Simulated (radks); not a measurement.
These are the eigenvalues of the occupied orbitals of an atom or ion with whole-number occupations (hartree). Method: non-relativistic Kohn-Sham, PBE, spin-polarised, spherical densities, point nucleus; computed with a radial shooting solver on a logarithmic mesh with Libxc functionals.

orbital  eigenvalue
1s up     -2086.408
1s down   -2086.405
2s up     -338.8534
2s down   -338.8499
2p up     -323.9322
2p down   -323.9289
3s up     -76.18026
3s down   -76.17876
3p up     -69.36864
3p down   -69.36690
3d up     -56.67784
3d down   -56.67550
4s up     -15.00845
4s down   -15.00433
4p up     -12.23945
4p down   -12.23489
4d up      -7.23979
4d down    -7.23368
5s up      -2.33247
5p up      -1.59915
5p down    -1.54526
4f up      -0.93645
4f down    -0.92025
5d up      -0.58947

Which element is it, and in what charge state? The configuration may be excited. Open shells, if any, are filled with parallel spins first.

Answer. Z = 70, ytterbium, charge +2: Yb2+ in [Kr] 4d10 4f14 5s1 5p6 5d1. The list shows which subshells hold electrons but not how many an open one holds; the 1s level, -2086.4 hartree, gives Z - s = 64.6 by -(Z - s)^2/2, which with screening narrows Z to a few neighbours, and the depths of the outer levels then fix element, charge and occupations together.
